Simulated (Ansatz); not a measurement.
Harmonic frequencies (cm⁻¹) at PBE0-D4/def2-TZVP from Ansatz: 45, 167, 316, 371, 498, 535, 589, 608, 842, 868, 1090, 1187, 1264, 1316, 1426, 1463, 1634, 3018, 3062, 3620, 3720.

Each molecule was computed in one conformer, which needn't be the lowest.

**Question.** Which molecule is it?
A. `S[SiH]1BO1`
B. `NB(Cl)CF`
C. `FC(F)[SiH3]`
D. `[SeH][SiH]1[NH][AlH]1`

**Answer.** B.
